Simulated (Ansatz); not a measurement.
```yaml
crystal:
  periodic: [false, false, false]
  atoms:
    - {symbol: C, position_ang: [-0.996930, 0.106361, 1.031270]}
    - {symbol: S, position_ang: [0.362974, 1.296276, 0.587635]}
    - {symbol: Si, position_ang: [1.236595, -0.003659, -0.966996]}
    - {symbol: Cl, position_ang: [1.868806, -1.689780, -0.460292]}
    - {symbol: Cl, position_ang: [-0.033890, -0.015441, -2.311267]}
    - {symbol: H, position_ang: [-1.990844, -0.064987, 0.186733]}
    - {symbol: H, position_ang: [-0.812296, -1.056792, 1.496840]}
    - {symbol: H, position_ang: [-1.598465, 0.461448, 2.018530]}
    - {symbol: H, position_ang: [2.557855, 0.954449, -1.400746]}
basis:
  gaussian: {orbitals: aug-cc-pVTZ}
hamiltonian: {xc: {name: r2SCAN0}}
accuracy: high
relax: {f_tol: 0.0001, max_steps: 3}
output: {forces: true}
```

```sh
$ ansatz run in.yaml --threads 2 --pin off --events-out ev --progress --plain --max-ram 32768MiB --backend cuda --devices 0, --max-vram 18GiB
```

Output, abridged:

```
Functional definition: r2SCAN0
5616 factors; integrals over basis functions are off by at most 2.3e-9 eV
mean field evaluation 1: about -44856.2773 eV, gradient 3.5e1 eV
mean field evaluation 2: about -44854.2822 eV, gradient 4.3e1 eV
mean field evaluation 4: about -44859.4024 eV, gradient 1.1e0 eV
mean field evaluation 8: about -44859.5753 eV, gradient 1.9e-1 eV
mean field evaluation 16: about -44859.5754 eV, gradient 2.9e-5 eV
mean field -44859.57540817 eV, -1648.5589893380 hartree, gradient 5.4e-8 eV, S^2 0.000000; 0 other end points of the search recorded, 0 dependent functions left out
reference -44859.57541005 eV, -1648.5589894070 hartree; 37, 37 occupied and 301, 301 virtual orbitals, 5616 factors
relax step   1: F+E_penalty+E_count = -44859.57540817 eV  Δ(F+E_penalty+E_count) = +0.000e0 eV  max|allowed force component| = 7.104e0 eV/Å  Δτ_max = 0.0000 Å  (33 SCF iters, accepted)
5634 factors; integrals over basis functions are off by at most 3.7e-9 eV
mean field -44862.22194515 eV, -1648.6562477782 hartree, gradient 2.6e-8 eV, S^2 0.000000; 0 other end points of the search recorded, 0 dependent functions left out
reference -44862.22194689 eV, -1648.6562478419 hartree; 37, 37 occupied and 301, 301 virtual orbitals, 5634 factors
relax step   2: F+E_penalty+E_count = -44862.22194515 eV  Δ(F+E_penalty+E_count) = -2.647e0 eV  max|allowed force component| = 2.072e0 eV/Å  Δτ_max = 0.1914 Å  (52 SCF iters, accepted)
5635 factors; integrals over basis functions are off by at most 3.9e-9 eV
mean field -44862.42414865 eV, -1648.6636786196 hartree, gradient 7.3e-9 eV, S^2 0.000000; 0 other end points of the search recorded, 0 dependent functions left out
reference -44862.42415038 eV, -1648.6636786834 hartree; 37, 37 occupied and 301, 301 virtual orbitals, 5635 factors
relax step   3: F+E_penalty+E_count = -44862.42414865 eV  Δ(F+E_penalty+E_count) = -2.022e-1 eV  max|allowed force component| = 6.837e-1 eV/Å  Δτ_max = 0.1910 Å  (47 SCF iters, accepted)
Error: geometry relaxation did not converge after 3 steps: max|allowed force component| = 6.84e-1 eV/Å (threshold 1.0e-4). Raise `relax.max_steps` over both its present limit and 3, loosen `relax.f_tol`, or start from a geometry closer to equilibrium. Where this run's directory can be resumed (`checkpoint.write`), a resume goes on for up to `relax.max_steps` more
```

(1) What is wrong with this run?

Results:

(1) The relaxation is allowed too few steps for its threshold. No converged result was reached.
